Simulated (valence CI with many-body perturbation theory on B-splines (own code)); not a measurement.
From CI to CI+MBPT in Ru23+

Computed by relativistic CI+MBPT: three valence electrons over a frozen Dirac-Fock core [Ar], radial functions for each j: 9 s, 9 p, 10 d, 8 f, 5 g, 3 h, 1 i, with the one-electron correlation potential Σ1, the two-electron term Σ2, the three-electron term Σ3, Breit, model QED; selected CI, second order for the rest (own B-spline code, finite nucleus).

No measured levels were compared; by estimate terms of the open shell hold to 2 to 4 % of their energy, and close levels can change places. Only levels of the ground parity were solved; by the run's estimate the other parity begins above the list, which can be wrong where configurations are misplaced.

Each rung adds one term. CI alone is the Dirac-Coulomb CI over the frozen core; QED comes last and gives the full result, which names the levels. Energies are above 3d³ ⁴F_3/2 on the same rung, in eV.

Names give the largest LS component (configuration and term), which can be under half, so a name can repeat, a term be missing and a line seem to break the LS rules; names also repeat where a configuration has a term twice. Letters in brackets count levels of one name in rising energy.

```tsv
Level	CI alone	+ Σ1	+ Σ2	+ Σ3	+ Breit	Full
3d³ ⁴F_5/2	2.935	2.976	3.058	3.072	2.882	2.894
3d³ ⁴F_7/2	5.527	5.591	5.687	5.699	5.323	5.342
3d³ ⁴F_9/2	7.469	7.539	7.610	7.598	7.101	7.121
3d³ ⁴P_3/2	8.609	8.642	8.187	8.263	8.178	8.185
3d³ ⁴P_1/2	9.832	9.880	9.384	9.466	9.299	9.311
3d³ ²G_7/2	12.308	12.390	12.347	12.262	11.877	11.899
3d³ ²H_9/2	12.789	12.875	12.895	12.889	12.396	12.418
3d³ ⁴P_5/2	13.664	13.754	13.337	13.344	13.013	13.036
3d³ ²D_3/2 [a]	15.238	15.337	14.995	14.935	14.631	14.656
3d³ ²P_1/2	16.141	16.246	15.786	15.977	15.619	15.646
3d³ ²H_11/2	17.400	17.508	17.518	17.530	16.860	16.888
3d³ ²D_5/2 [a]	18.912	19.033	18.645	18.483	18.021	18.051
3d³ ²G_9/2	19.355	19.505	19.556	19.504	18.830	18.870
3d³ ²P_3/2	21.704	21.862	21.524	21.622	21.083	21.125
3d³ ²F_5/2	23.112	23.212	22.467	22.527	22.263	22.284
3d³ ²F_7/2	23.273	23.386	22.696	22.762	22.287	22.313
3d³ ²D_3/2 [b]	34.350	34.495	33.554	33.544	33.209	33.239
3d³ ²D_5/2 [b]	34.341	34.498	33.741	33.740	33.307	33.342
```

(1) How does the ionisation energy move along the ladder, and which term matters most?

Results:

(1) CI alone 1108.9, + Σ1 1111.4, + Σ2 1116.4, + Σ3 1116.4, + Breit 1116.0, + QED 1116.0 eV. The largest step is Σ2, 4.9 eV. NIST lists 1115 ± 4 eV (theoretical).
